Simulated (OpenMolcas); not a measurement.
Lines of Cr V: computed and rescaled rates

```yaml
Program: OpenMolcas 26.06
Method: "SS-CASPT2, IPEA 0.25 Eh, imaginary shift 0.1 Eh (closed shells correlated: 3s 3p)"
Basis: ANO-RCC-VTZP [6s5p3d2f1g]
Scalar_Hamiltonian: DKH2, point nucleus
Active_space: 2 electrons in 10 orbitals (3d 4d)
State_averaging: 2S+1 = 3 even, 10 roots; 2S+1 = 1 even, 15 roots
Spin-orbit_coupling: state interaction with AMFI integrals over the reference wave functions, term energies averaged over their components
```

Rates come from the transition moments of the reference wave functions (E1 and E2 in the length form). At fixed line strength A goes as λ^-3 for E1 and M1 and as λ^-5 for E2, so a rate at the computed wavelength can be rescaled to the measured one. Measured vacuum wavelengths follow from level energies in Sugar and Corliss, J. Phys. Chem. Ref. Data 6, 317 (1977). Branching counts decays inside the model space alone, at computed energies, and the table is only a selection of the E2 and M1 lines, drawn from those between levels with measured partners whose computed energy lies within a factor of 1.5 of the measured one.

```
  Upper    Lower  Type  λ computed (nm)  λ measured (nm)  A computed (s-1)  A rescaled (s-1)  Branching %
3d² ¹S₀  3d² ¹D₂    E2            253.8            263.4          2.10e+01          1.74e+01         93.4
3d² ¹S₀  3d² ³P₁    M1            276.4            281.9          1.15e+00                            5.1
3d² ¹S₀  3d² ³P₂    E2            279.4            284.9          2.69e-01                            1.2
3d² ¹D₂  3d² ³F₃    M1              785            788.7          1.06e-01                           63.6
3d² ³P₀  3d² ³F₂    E2            613.8            645.5          9.70e-02          7.54e-02        100.0
3d² ¹G₄  3d² ³F₄    M1            464.1              479          7.64e-02                           59.6
3d² ³P₂  3d² ³F₄    E2            637.3            671.2          6.05e-02          4.67e-02         51.1
3d² ¹D₂  3d² ³F₂    M1            754.8            758.3          6.03e-02                           36.1
3d² ³P₁  3d² ³F₃    E2            626.6            659.3          5.81e-02          4.51e-02         55.3
3d² ¹G₄  3d² ³F₃    M1            450.5            464.9          5.01e-02                           39.1
3d² ³P₁  3d² ³F₂    E2            607.2            637.9          3.39e-02          2.65e-02         32.2
3d² ³P₂  3d² ¹D₂    M1             2775             3505          3.19e-02                           26.9
3d² ³P₂  3d² ³F₃    E2            611.9            643.8          1.94e-02          1.50e-02         16.3
3d² ³P₁  3d² ¹D₂    M1             3105             4018          1.28e-02                           12.2
3d² ³F₄  3d² ³F₃    M1            15360            15790          5.61e-03          5.16e-03        100.0
3d² ³F₃  3d² ³F₂    M1            19570            19680          3.44e-03          3.38e-03        100.0
3d² ³P₂  3d² ³F₂    E2            593.4            623.4          3.13e-03          2.45e-03          2.6
3d² ³P₂  3d² ³F₃    M1            611.9            643.8          2.40e-03                            2.0
3d² ¹G₄  3d² ¹D₂    E2             1057             1132          1.31e-03          9.30e-04          1.0
3d² ³P₂  3d² ³P₁    M1            26110            27440          7.48e-04          6.44e-04          0.6
```

Spin-changing lines and M1 lines between different terms are not rescaled, since their strength hangs on the term gaps too.

The largest correction is for 3d² ¹G₄ → 3d² ¹D₂ (E2): 1.31e-03 × (1057 / 1132)^5 = 9.30e-04 s-1, a factor of 0.71.

The computed rate and branching of 3d² ³F₃ → 3d² ³F₂ give the upper level a radiative lifetime of 1.000 / 3.44e-03 s-1 = 2.91e+02 s, counting decays inside the model space alone. The rescaled rate gives about 3.0e+02 s.

These are rates of the free ion; in crystals, glasses and complexes forced electric-dipole and non-radiative decay shorten such lifetimes by orders of magnitude. No measured rate stands beside these. Rescaling mends the energy factor alone: line strengths can still be far off where a level mixes with configurations outside the active space, and weak or spin-changing lines hang on small mixing coefficients that depend on the term gaps too, so rescaling need not improve them.

Term energies are means over components that CASPT2 splits; among the terms shown or strongly mixed into the levels shown the widest spread is 770 cm-1 (3d² ¹G). Active for correlation alone: 4d; no level in the range computed is led by a configuration that fills it, so any true level of that kind is missing. Measured partners are found by configuration, term and J. A level has none where our copy of the source lacks it or the pairing is in doubt (some pairs that miss far off the trend of their configuration count as doubtful). Only configurations of the active space appear.
